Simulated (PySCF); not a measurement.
# Atomic charges by several schemes

C3H4ClF3O2S.
Cartesian coordinates in Å at the GFN2-xTB level; atoms count from 1:
```xyz
14
C3H4ClF3O2S angstrom
O     -2.3935   -0.8825   -0.7629
S     -2.0278    0.1708    0.1234
O     -2.2245   -0.0013    1.5233
Cl    -3.0347    1.8337   -0.4454
C     -0.3120    0.6531   -0.1903
C      0.4781   -0.5843    0.1783
C      1.9701   -0.3869   -0.0553
F      2.2461   -0.1213   -1.3388
F      2.4592    0.6353    0.6590
F      2.6747   -1.4707    0.2794
H     -0.2261    0.9073   -1.2426
H     -0.0867    1.5044    0.4453
H      0.1485   -1.4313   -0.4283
H      0.3280   -0.8268    1.2328
```

Density: PBE0/pcSseg-1 (PySCF); schemes: Mulliken, IAO, Hirshfeld and ESP-fitted. The structure is a single GFN2-xTB conformer in the gas phase; no vibrational or solvent corrections.

Q: Tabulate the Mulliken, IAO, Hirshfeld and ESP-fitted charges.

A: In e:

```tsv
atom	environment	Mulliken	IAO	Hirshfeld	ESP-fitted
O1	sulfonyl oxygen	-0.470	-0.834	-0.276	-0.385
S2	sulfonyl sulfur	+0.949	+1.973	+0.528	+0.746
O3	sulfonyl oxygen	-0.469	-0.834	-0.277	-0.385
Cl4	chlorine bonded to S	-0.112	-0.258	-0.046	-0.078
C5	sp3 carbon bound to sulfur	-0.333	-0.448	-0.073	-0.401
C6	chain CH2 carbon	-0.345	-0.321	-0.092	-0.083
C7	CF3 carbon	+0.813	+0.816	+0.268	+0.514
F8	fluorine of a CF3 group	-0.268	-0.284	-0.090	-0.173
F9	fluorine of a CF3 group	-0.269	-0.284	-0.090	-0.173
F10	fluorine of a CF3 group	-0.258	-0.274	-0.086	-0.200
H11	methylene hydrogen	+0.194	+0.188	+0.060	+0.183
H12	methylene hydrogen	+0.195	+0.189	+0.061	+0.183
H13	methylene hydrogen	+0.187	+0.185	+0.057	+0.125
H14	methylene hydrogen	+0.185	+0.184	+0.058	+0.125
```

Mean size of the charges over all atoms: IAO 0.505 e, Mulliken 0.361 e, ESP-fitted 0.268 e, Hirshfeld 0.147 e. Each set sums to the total charge, 0, to within 0.001 e. The Mulliken scheme gives each basis function's population to the atom it is centred on and halves the overlap population of two atoms between them. The Hirshfeld scheme weights the molecular density at each point by an atom's share of the summed free-atom densities.

Lowest charge. The schemes don't all agree: Mulliken O1 (-0.470); IAO O1 and O3 (-0.834); Hirshfeld O3 (-0.277); ESP-fitted C5 (-0.401).

Highest charge. All schemes agree: Mulliken S2 (+0.949); IAO S2 (+1.973); Hirshfeld S2 (+0.528); ESP-fitted S2 (+0.746).

Q: How closely do the schemes follow one another over all atoms?

A: Correlation coefficient and root-mean-square difference: IAO with Hirshfeld 0.99, 0.495 e; Mulliken with ESP-fitted 0.98, 0.133 e; Mulliken with Hirshfeld 0.96, 0.246 e; IAO with ESP-fitted 0.96, 0.390 e; Hirshfeld with ESP-fitted 0.96, 0.148 e; Mulliken with IAO 0.95, 0.311 e.

Q: How many electrons does the Mulliken scheme count on O1?

A: Z − q = 8 − (-0.470) = 8.470.

Q: Sum the charges by element, for elements with more than one atom.

A: 
```
element  atoms  Mulliken     IAO  Hirshfeld  ESP-fitted
      O      2    -0.938  -1.668     -0.554      -0.769
      C      3    +0.135  +0.047     +0.102      +0.031
      F      3    -0.795  -0.842     -0.267      -0.546
      H      4    +0.762  +0.747     +0.236      +0.617
```
